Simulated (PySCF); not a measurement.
This PySCF input asks for the NMR shieldings of SMILES C[Si@@H](O[SiH3])c1cccs1, C$_{5}$H$_{10}$OSSi$_{2}$; the geometry comes from GFN2-xTB.

```python
import basis_set_exchange as bse
import numpy as np
from pyscf import gto, dft
from pyscf.prop import nmr

atoms = """
C    -1.280022    1.559276   -1.951367
Si   -0.851218    1.050227   -0.175750
O    -1.821899   -0.166757    0.277799
Si   -2.436680   -1.569263    0.798131
C     0.924370    0.450271   -0.087695
C     1.411716   -0.785003    0.224712
C     2.820347   -0.867898    0.200347
C     3.400335    0.313773   -0.131472
S     2.233226    1.541051   -0.420294
H    -0.590830    2.315822   -2.313773
H    -1.231492    0.712629   -2.631450
H    -2.283456    1.969543   -2.008967
H    -1.079458    2.119618    0.800366
H    -3.851438   -1.297064    1.033214
H    -2.224603   -2.557341   -0.259887
H    -1.733534   -1.946678    2.024382
H     0.767383   -1.612386    0.466324
H     3.374159   -1.764080    0.418051
H     4.443291    0.543513   -0.224642
"""
names = dict.fromkeys(["C", "Si", "O", "S", "H"], "pcSseg-1")
basis = {el: gto.basis.parse(bse.get_basis(n, elements=[el], fmt="nwchem")) for el, n in names.items()}
mol = gto.M(atom=atoms, basis=basis, charge=0, verbose=0)
mf = dft.RKS(mol, xc="PBE0")
mf.grids.level = 2
mf.grids.alignment = dft.numint.BLKSIZE   # the property module wants whole blocks of grid points
mf.conv_tol = 1e-9
mf.kernel()

calc = nmr.RKS(mf)   # GIAO
C = mf.mo_coeff
Co = C[:, mf.mo_occ > 0]
resp = mf.gen_response(singlet=True, hermi=2)
def vind(x):   # induced exchange potential for any number of trial vectors
    d = np.einsum("pi,xij,qj->xpq", C, 2 * x.reshape(-1, C.shape[1], Co.shape[1]), Co, optimize=True)
    return np.einsum("xpq,pi,qj->xij", resp(d - d.transpose(0, 2, 1)), C, Co, optimize=True).ravel()
mo1, _ = nmr.rhf.solve_mo1(calc, with_cphf=vind)
sigma = calc.kernel(mo1)
for i, s in enumerate(sigma):   # ppm
    w = np.linalg.eigvalsh((s + s.T) / 2)
    print("%2d %-2s iso %8.1f  s11 %8.1f  s22 %8.1f  s33 %8.1f" % (i, mol.atom_pure_symbol(i), w.mean(), *w))
```

**Question.** Give the expected output.

**Answer.** 
```
 0 C  iso    182.4  s11    169.6  s22    185.2  s33    192.4
 1 Si iso    368.2  s11    321.3  s22    371.8  s33    411.4
 2 O  iso    321.9  s11    252.4  s22    350.6  s33    362.7
 3 Si iso    393.3  s11    354.9  s22    361.6  s33    463.4
 4 C  iso     39.8  s11    -33.1  s22      8.6  s33    143.9
 5 C  iso     49.1  s11    -38.6  s22     36.5  s33    149.3
 6 C  iso     55.9  s11    -26.9  s22     42.8  s33    151.8
 7 C  iso     45.5  s11    -47.4  s22     40.2  s33    143.7
 8 S  iso    256.0  s11    100.3  s22    268.3  s33    399.4
 9 H  iso     31.6  s11     26.2  s22     30.5  s33     38.1
10 H  iso     31.2  s11     27.7  s22     29.4  s33     36.5
11 H  iso     31.1  s11     26.7  s22     28.3  s33     38.4
12 H  iso     26.0  s11     22.2  s22     25.0  s33     30.7
13 H  iso     26.4  s11     22.4  s22     24.8  s33     32.0
14 H  iso     26.3  s11     23.0  s22     24.6  s33     31.3
15 H  iso     26.3  s11     22.7  s22     25.1  s33     31.2
16 H  iso     24.2  s11     20.1  s22     24.8  s33     27.7
17 H  iso     24.4  s11     21.1  s22     25.0  s33     27.1
18 H  iso     24.1  s11     21.3  s22     23.8  s33     27.3
```

These numbers come from an equivalent density-fitted implementation of the same equations, which agrees with the script to about 0.01 ppm for H and up to a few tenths of a ppm for heavy atoms, so last digits may differ.

**Question.** Turn these shieldings into chemical shifts. Shifts are taken against calculated references (same method and geometry level): 13C (186.93 ppm) and 29Si (349.16 ppm) and 1H (31.72 ppm) vs TMS; 17O (336.08 ppm) vs H2O; CS2 for 33S (503.73 ppm).

**Answer.** Averaging equivalent atoms: C 4: 147.1; C 7: 141.4; C 5: 137.8; C 6: 131.0; C 0: 4.5; Si 1: -19.0; Si 3: -44.1; O 2: 14.2; S 8: 248; H 18: 7.60; H 16: 7.52; H 17: 7.33; H 12: 5.73; H 13/14/15: 5.36; H 9/10/11: 0.40 ppm. Experimental scales use liquid or dissolved standards, which lie at an offset from isolated H2O (liquid H2O: subtract about 36 ppm).

Size and cost of the density-fitted run: 224 basis functions, 55 s wall time on 1 thread of an Arm Neoverse V1, shared host.
